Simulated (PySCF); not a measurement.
A calculated (B3LYP, PySCF 2.14, pcseg-2, the non-relativistic Hamiltonian (point nucleus)) atom or ion has these occupied shells.

```csv
shell,electrons,orbital energy (eV),"rms radius, mean of both spins (bohr)"
1s α,1,-721.76,0.205
1s β,1,-718.53,0.205
2s α,1,-73.883,1.01
2s β,1,-65.527,1.01
2p α,3,-54.239,0.986
```

(1) Name the element and its charge.

Results:

(1) F(2+) (fluorine, charge +2), in [He] 2s2 2p3, high-spin 4S determinant.
